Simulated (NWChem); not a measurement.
Molecule: BNH₂BrCl; SMILES NB(Cl)Br

```xyz
6

B      0.4289    -0.5675     0.0000
Cl    -0.7075    -1.9176     0.0000
Br    -0.2348     1.2413     0.0000
N      1.7953    -0.8003     0.0000
H      2.4748    -0.0511     0.0000
H      2.1825    -1.7354     0.0000
```
Atoms are numbered in this order, from 1.

Geometry: optimised at PBE0/def2-SVP.

Spin-orbit effects, on the heavy nuclei and on their neighbours, are missing.

Problem. Give the principal values of the shielding tensors (ppm) of B1, Cl2, Br3, N4 from PBE0/pcSseg-1, GIAO (NWChem), with their diamagnetic and paramagnetic parts as GIAO splits them.

Solution. 
```json
[
 {"atom": "B1", "σ11": "39.8", "σ22": "65.2", "σ33": "83.8", "isotropic": "62.9", "diamagnetic": "193.8", "paramagnetic": "-130.9"},
 {"atom": "Cl2", "σ11": "609.9", "σ22": "863.1", "σ33": "939.1", "isotropic": "804.0", "diamagnetic": "1147.8", "paramagnetic": "-343.8"},
 {"atom": "Br3", "σ11": "2026.1", "σ22": "2409.7", "σ33": "2792.7", "isotropic": "2409.5", "diamagnetic": "3124.0", "paramagnetic": "-714.5"},
 {"atom": "N4", "σ11": "67.0", "σ22": "180.4", "σ33": "213.8", "isotropic": "153.7", "diamagnetic": "318.6", "paramagnetic": "-164.9"}
]
```
